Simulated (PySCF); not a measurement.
**Cr¹²⁺ (chromium, charge +12): UHF calculation**

Configuration: [Ne] 3s2, closed-shell 1S. All numbers are calculated (PySCF 2.14, the spin-free X2C one-electron Hamiltonian (Gaussian nucleus), in an uncontracted even-tempered set (18 s from 0.81 bohr⁻², ratio 2.5; 11 p from 1.1 bohr⁻², ratio 2.5; 5 d from 4.4 bohr⁻², ratio 2.7; 4 f from 6.6 bohr⁻², ratio 2.7)).

```
Total energy             : -990.352788 hartree
One-electron energy      : -1201.6845 hartree
Hartree (Coulomb) energy : 250.2270 hartree
Exchange energy          : -38.8953 hartree
⟨S²⟩                     : 0.0000
⟨L²⟩                     : 0.000
Sum of ⟨r⟩               : 3.770 bohr
Sum of ⟨r²⟩              : 2.021 bohr²
```

```json
{"shell": "1s", "electrons": "2", "mean orbital energy (eV)": "-6389.0", "rms radius, mean of both spins (bohr)": "0.0733"}
{"shell": "2s", "electrons": "2", "mean orbital energy (eV)": "-1053.0", "rms radius, mean of both spins (bohr)": "0.312"}
{"shell": "2p", "electrons": "6", "mean orbital energy (eV)": "-935.12", "rms radius, mean of both spins (bohr)": "0.283"}
{"shell": "3s", "electrons": "2", "mean orbital energy (eV)": "-351.73", "rms radius, mean of both spins (bohr)": "0.817"}
```

Densities and radii are taken from the X2C orbitals without a picture-change correction, which distorts them close to the nucleus.

Spin-orbit constants ζ (cm⁻¹) from the X2C one-electron operator on these orbitals: bare nucleus, nucleus screened by l(l+1)(2l+1)/3 electrons, and screened by the Breit-Pauli mean field of the electrons.

```json
{"shell": "2p", "bare": "50460", "screened nucleus": "46260", "mean field": "44430"}
```
